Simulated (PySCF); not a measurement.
# Computed records: CH6BNSi

Computed with PySCF 2.14.0. Calculation on a computer-drawn molecule: the log of a Hartree-Fock and frozen-core CCSD(T) single point meant for a local Hartree-Fock minimum, with one planted fault or none, to be diagnosed. Offsets are logged minus clean, where the clean run is the same molecule without the fault. The reference is restricted for singlets and unrestricted otherwise, and also for a bond in bohr or an excited solution. Adding or removing an electron swaps singlet and doublet. The excited solution moves the top pair (singlet) or top alpha electron (doublet) to the lowest empty orbital. Highest occupied and lowest empty are orbital energies over both spins, largest force is the largest gradient component, triples share is (T) over the correlation energy, the T1 limit is 0.02 restricted and 0.045 unrestricted, electrons count all cores, a negative frequency is imaginary (commonest isotopes), and the dipole is about the centre of nuclear charge.

```yaml
- formula: CH6BNSi
  logged_structure:
    atoms_angstrom:
      - [B, -0.0522, -0.8563, -1.4955]
      - ["N", 0.4601, -2.1789, -1.4955]
      - [Si, -0.216, -3.7562, -1.8552]
      - [C, -2.0155, -3.3378, -2.3128]
      - [H, 0.6719, 0.0557, -1.1944]
      - [H, -1.1932, -0.6434, -1.7913]
      - [H, 1.4286, -2.2369, -1.231]
      - [H, -2.5541, -4.2561, -2.5619]
      - [H, -2.0697, -2.6657, -3.1763]
      - [H, -2.5413, -2.8475, -1.4861]
  given:
    meant_charge: 0
    meant_multiplicity: 1
    meant_basis: "cc-pV(D+d)Z"
    logged_electrons: 39
    logged_basis_functions: 95
    logged_SCF_converged: "yes"
    logged_spin_squared: 0.7898
    "logged_highest_occupied [eV]": -0.1356
    "logged_lowest_empty [eV]": 7.8892
    "logged_largest_force [hartree/bohr]": 0.062585
    logged_T1_diagnostic: 0.022392
    logged_D1_diagnostic: 0.11214
    logged_triples_share: 0.031042
    logged_CC_converged: "yes"
    "logged_dipole_magnitude [debye]": 2.2984
    logged_SCF_stable_within_its_kind: "yes"
    "logged_energy_HF [hartree]": -409.43052
    "logged_energy_CCSD(T) [hartree]": -409.99822
    possible_faults: "no fault, one electron removed, one electron added, multiplicity raised by two, geometry at a saddle point, SCF held on an excited solution, minimal basis STO-3G, one bond length entered in bohr, all coordinates scaled"
    drawn_bonds_atom: [1, 2, 3, 1, 1, 2, 4, 4, 4]
    drawn_bonds_other_atom: [2, 3, 4, 5, 6, 7, 8, 9, 10]
    drawn_bonds_order: [1, 1, 1, 1, 1, 1, 1, 1, 1]
  results:
    planted_fault: "one electron added"
    "HF_energy_offset_from_clean_run [kcal/mol]": 14.9
    "CCSD(T)_energy_offset_from_clean_run [kcal/mol]": 4.548
```
